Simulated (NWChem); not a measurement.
Ionisation of As (+1)

```
As
```
Charge +1, spin multiplicity 3.

All runs are NWChem calculations.

Basis set: def2-TZVP. −ε marks an orbital energy of the parent.

The Hamiltonian is non-relativistic. B3LYP has NWChem's definition, with VWN1-RPA local correlation. The stability of the SCF solutions was not checked. Open-shell Hartree-Fock references start from PBE0 orbitals.

### Question
One of these methods gave a first vertical ionisation energy of 14.05 eV. Which?
(A) −ε(alpha HOMO) of B3LYP
(B) −ε(alpha HOMO) of PBE0
(C) −ε(alpha HOMO) of PBE
(D) −ε(alpha HOMO) of HF

### Answer
C, −ε(alpha HOMO) of PBE. The others give 14.95 (−ε(alpha HOMO) of B3LYP), 15.32 (−ε(alpha HOMO) of PBE0), 18.45 (−ε(alpha HOMO) of HF).
